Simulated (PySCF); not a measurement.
Telling isomers of C₄H₂F₃N apart by NMR

[PySCF 2.14.0 with density-fitted response routines: couplings computed with B3LYP/pcJ-1 (spin–dipole term left out of most H,H and C,H couplings); shielding tensors at PBE0/pcSseg-1 (GIAO); coordinates at the GFN2-xTB level; a single conformation; non-relativistic Hamiltonian; isolated molecule; equivalent nuclei averaged]

Chemical shifts δ = σref − σ; 1H (31.72 ppm) and 13C (186.93 ppm) vs TMS, all at this level. Multiplet labels drop J under 1 Hz and among equivalent protons, and merge close values. Unscaled 3J(H,H) run several per cent high. Vicinal couplings that depend on rotamer populations or ring flexing (ring, CH–CH, X–H and H–F types) are those of the one conformer. One-bond C–F couplings are unscaled and too large by tens of Hz. Shifts are as computed. Against solution values, carbons near 30 ppm lie about +3 ppm off and those near 130 ppm about +5 ppm. Of 1211 compounds with measured shifts, 218 miss one by over three times the rms of a fit or turn the order of signals round; such compounds aren't used in these exercises.

(1) Tabulate the signals of `N#C[C@@H](F)/C(F)=C/F`, `N#C[C@@]1(F)[C@H](F)[C@@H]1F` and their relative energies.

(2) What is the quickest way to tell N#C[C@@H](F)/C(F)=C/F from N#C[C@@]1(F)[C@H](F)[C@@H]1F?

## Answers

(1) 
| SMILES | carbon types | δC | δH | E rel. (kcal/mol) |
| --- | --- | --- | --- | --- |
| N#C[C@@H](F)/C(F)=C/F | 2×C 2×CH | 151.9, 147.8, 118.7, 77.7 | 7.08 (m, 1H), 5.76 (dtd, 1H) | 0.0 |
| N#C[C@@]1(F)[C@H](F)[C@@H]1F | 2×C 2×CH | 119.2, 73.5, 62.7 | 4.37 (dt, 2H) | 10.9 |

Energies are electronic energies at PBE0/pcSseg-1 on these geometries, without zero-point or thermal terms, each for the one conformer computed, which needn't be the lowest.

(2) Count the carbon signals: 4 against 3. The first has an alkene CH at 147.8 ppm, the second a three-membered-ring carbon (C) at 62.7 ppm. Their most deshielded carbons lie at 151.9 and 119.2 ppm. In the proton spectra the most deshielded non-exchanging signals are 7.08 (m, 1H) and 4.37 (dt, J = 63.2, 1.3 Hz, 2H).
